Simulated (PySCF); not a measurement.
**Identify the compound**

An unknown has the formula C13H12. Its calculated NMR data are:

1H NMR (400 MHz, computed): δ 6.83 (d of quint, J = 3.0, 1.2 Hz, 1H), 6.70 (dd, J = 6.3, 1.1 Hz, 1H), 6.60 (dd, J = 6.3, 3.0 Hz, 1H), 2.19 (d, J = 1.3 Hz, 3H), 2.04 (d, J = 4.2 Hz, 1H), 1.83 (d, J = 4.2 Hz, 1H), 1.82 (s, 1H), 1.78 (s, 3H).

13C{1H} NMR (computed): δ 147.7 (CH), 144.9 (CH), 135.0 (CH), 132.8 (C), 103.8 (C), 91.8 (C), 85.4 (C), 70.0 (CH), 55.7 (C), 35.0 (CH2), 32.2 (C), 21.8 (CH3), 6.6 (CH3).

Method: B3LYP/pcJ-1 coupling constants (without the spin–dipole term), shielding tensors at PBE/pcSseg-1 (GIAO), geometry: PBE0-D3(BJ)/def2-SVP, in PySCF (fast rotation and ring inversion assumed for equivalent nuclei, gas phase, one conformer, non-relativistic).

δ = σ(ref) − σ, references computed at the same level: TMS for 1H (σ = 31.20 ppm), 13C (σ = 180.03 ppm).

Deduce the structure.

## Answers


- The formula gives 8 degrees of unsaturation (2 rings in the answer).
- 13 carbon signals for 13 carbons: no two carbons are equivalent.
- Carbon types of the structure: 6 × C, 4 × CH, 1 × CH2, 2 × CH3, which accounts for all hydrogens.
- δC 147.7, 144.9, 135.0: alkene CH; the olefinic region.
- δC 132.8: fully substituted alkene carbon; as expected for a trigonal carbon in a double bond.
- δC 103.8, 91.8, 85.4: alkyne carbon; sp carbons lie upfield of alkene carbons because the cylindrical π system leaves one tensor component strongly shielded.
- δC 70.0: terminal alkyne carbon; sp carbons lie upfield of alkene carbons because the cylindrical π system leaves one tensor component strongly shielded.
- δC 21.8: methyl carbon; aliphatic region, no heteroatom directly attached.
- δH 6.83, 6.70, 6.60: hydrogen on an alkene CH; attached to an sp2 carbon and in the plane of the double bond.
- δH 1.82: hydrogen on a terminal alkyne carbon; it lies on the axis of the triple bond, in its shielding cone.
- The protons at 6.70 and 6.60 share a coupling of 6.3 Hz (vicinal, cis across C=C).
- The protons at 1.83 and 2.04 share a coupling of 4.2 Hz (geminal).
- The protons at 6.60 and 6.83 share a coupling of 3.0 Hz (vicinal).

These data were computed for SMILES C1=CC=C(C#CC)[C@@]12[C@](C#C)(C)C2.

The data come from this structure; uniqueness wasn't tested.

Splittings below 1 Hz are ignored in the labels, and close J values are merged. Unscaled 3J(H,H) at this level run about 10 % above measured values. Shifts are as computed. Against solution values, carbons near 30 ppm lie about +2 ppm off and those near 130 ppm about +2 ppm. Of 1211 compounds with measured shifts, 218 miss one by over three times the rms of a fit or turn the order of signals round; such compounds aren't used in these exercises.
